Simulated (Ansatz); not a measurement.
Consider the isomerisation: `CC1(O)[SiH2][SiH2]1` → `O[SiH2]/C=C/[SiH3]`.

Program: Ansatz. Geometries: PBE0-D4/def2-TZVP. ΔE: electronic, gas phase. CBS: MP2 limit from def2 TZ/QZ plus the TZ coupled-cluster correction, frozen cores. DFT in def2-TZVPP. B3LYP here is the variant with VWN-RPA as its local correlation; programs differ in this. Each species was taken in one conformer, which may not be the lowest.

```
        level  ΔE (eV)
       PBE-D4    -1.91
      BLYP-D4    -2.33
     B3LYP-D4    -2.39
 CAM-B3LYP-D4    -2.42
       B2PLYP    -2.47
      r2SCANh    -2.20
CCSD/def2-SVP    -2.18
 HF/CBS(def2)    -2.99
```

(1) What does CCSD(T)/CBS give? (Estimate.)

Largest T1 diagnostic among the species: 0.013.

Results:

(1) Computed: -2.39 eV. The listed levels differ from it by 0.48, 0.06, 0.00, -0.03, -0.08, 0.19, 0.21, -0.60 eV.

Leaving LDA and LC-ωPBE aside and taking each functional with its dispersion term where it has one, the values, not all of them listed here, spread over 0.62 eV, from BHLYP-D4 to PBE-D4. LDA lies +0.26 eV from PBE without D4. From PBE to PBE0 (25 % exact exchange), in def2-TZVPP and without D4, ΔE moves by −0.11 eV.
